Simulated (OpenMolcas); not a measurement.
## Ne⁺: effect of the level shift or regulariser

| Property | Result |
| --- | --- |
| Program | OpenMolcas |
| Basis | ANO-R3 [4s4p2d1f] |
| Scalar Hamiltonian | X2C, finite nucleus |
| Active space | 7 electrons in 4 orbitals (2s 2p) |
| State averaging | 2S+1 = 2 odd, 3 roots; 2S+1 = 2 even, 1 root |
| Spin-orbit coupling | state interaction with AMFI integrals over the reference wave functions, term energies averaged over their components |

Methods on the same reference wave functions:
A. CASSCF
B. SS-CASPT2, IPEA 0.25 Eh, imaginary shift 0.1 Eh (closed shells correlated: 1s)
C. SS-CASPT2, IPEA 0.25 Eh, sigma2 regulariser 0.3 Eh (closed shells correlated: 1s)

Energies in cm⁻¹ above 2s² 2p⁵ ²P°_3/2, the measured ground level; measured values from NIST Handbook of Basic Atomic Spectroscopic Data.

| Level | A | B | C | Measured |
| --- | --- | --- | --- | --- |
| 2s² 2p⁵ ²P°_3/2 | 0.0 | 0.0 | 0.0 | 0.0 |
| 2s² 2p⁵ ²P°_1/2 | 775 | 775 | 775 | 780 |
| 2s 2p⁶ ²S_1/2 | 239202 | 221486 | 221485 | 217048 |

Deviations, from unrounded energies. A percentage is the sum of absolute deviations over the sum of measured energies, with the sign that they share, or ± where signs differ.

```tsv
Against measurement	Levels	A	B	C
mean absolute deviation (cm-1)	2	11000	2200	2200
fine structure of the ground term (%)	1	-0.7	-0.7	-0.7
other configurations (%)	1	+10.2	+2.0	+2.0
```

B, C lie about equally close to measurement and A furthest from it. The largest miss of C in the table is 2s 2p⁶ ²S_1/2, by +4400 cm-1. The ranking rests on the paired levels alone, and a cruder setting can come out closer through cancelling errors.

Between B and C no level of the table moves by more than 5 cm-1.

The lowest spin-free term lies below A's lowest term by 0.226 hartree in B, 0.226 hartree in C.

Without dynamic correlation excited terms often stand tens of per cent too high (terms of higher spin than the ground term too low), and those without a measured partner can miss by more than the paired ones (holds for A). Measured partners are found by configuration, term and J. A level has none where our copy of the source lacks it or the pairing is in doubt (some pairs that miss far off the trend of their configuration count as doubtful), and it then counts in no deviation. Levels of configurations outside the active space are missing.

° marks odd parity.
